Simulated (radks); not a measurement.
Results of a calculation; reference values are marked as such.
All-electron atom: Er2+ in [Xe] 4f12 (the NIST ground configuration).

Level of theory: scalar-relativistic Kohn-Sham, PBE, spin-polarised, spherical densities, point nucleus; open shells are filled with parallel spins first (spin-orbit coupling, left out, can overturn this in heavy ions) (a radial shooting solver on a logarithmic mesh with Libxc functionals).

Energy parts (hartree):
| part | energy |
|---|---|
| total | -13085.7226 |
| kinetic | 14189.1162 |
| electron-nucleus | -32082.7903 |
| Hartree | 5085.3167 |
| exchange-correlation | -277.3652 |

Orbitals (lengths in bohr, moments of r in powers of bohr; <r^-3> diverges for s and p1/2; r(90%) holds 90 % of the orbital's charge):
| orbital | occ. | eigenvalue (hartree) | r(90%) | <r^-3> | <r^2> |
|---|---|---|---|---|---|
| 1s up | 1 | -2109.096 | 0.0369 | - | 0.0005677 |
| 1s down | 1 | -2109.096 | 0.0369 | - | 0.0005677 |
| 2s up | 1 | -354.7513 | 0.134 | - | 0.008833 |
| 2s down | 1 | -354.7505 | 0.134 | - | 0.008833 |
| 2p up | 3 | -313.7946 | 0.125 | 14320 | 0.007187 |
| 2p down | 3 | -313.7941 | 0.125 | 14320 | 0.007187 |
| 3s up | 1 | -79.90345 | 0.330 | - | 0.05803 |
| 3s down | 1 | -79.87237 | 0.330 | - | 0.05800 |
| 3p up | 3 | -67.44710 | 0.336 | 3085 | 0.05843 |
| 3p down | 3 | -67.41605 | 0.336 | 3087 | 0.05840 |
| 3d up | 5 | -51.86401 | 0.317 | 409.4 | 0.04875 |
| 3d down | 5 | -51.84035 | 0.317 | 409.7 | 0.04871 |
| 4s up | 1 | -16.20912 | 0.730 | - | 0.2915 |
| 4s down | 1 | -16.14337 | 0.730 | - | 0.2916 |
| 4p up | 3 | -12.11357 | 0.784 | 695.9 | 0.3307 |
| 4p down | 3 | -12.04882 | 0.784 | 695.3 | 0.3308 |
| 4d up | 5 | -6.63055 | 0.878 | 77.50 | 0.3957 |
| 4d down | 5 | -6.56685 | 0.879 | 77.38 | 0.3963 |
| 4f up | 7 | -0.66670 | 1.42 | 10.68 | 0.8967 |
| 4f down | 5 | -0.61117 | 1.46 | 10.49 | 0.9477 |
| 5s up | 1 | -2.45209 | 1.81 | - | 1.758 |
| 5s down | 1 | -2.42095 | 1.82 | - | 1.774 |
| 5p up | 3 | -1.50891 | 2.18 | 86.66 | 2.497 |
| 5p down | 3 | -1.48679 | 2.20 | 84.96 | 2.529 |

The highest occupied level is 4f down at -16.631 eV. Summed over all electrons, <r^2> = 37.17 bohr^2, which gives a Langevin (diamagnetic) susceptibility term of -29.4 x 10^-6 cm^3/mol. Spin moment in Bohr magnetons: 2. For comparison, the ionisation energy in NIST's Atomic Spectra Database is 22.70 eV (semi-empirical). In exact Kohn-Sham theory the highest level is minus the ionisation energy, but local and semilocal functionals leave it too shallow, through self-interaction and a potential that decays too fast; potentials with the right tail come closer.
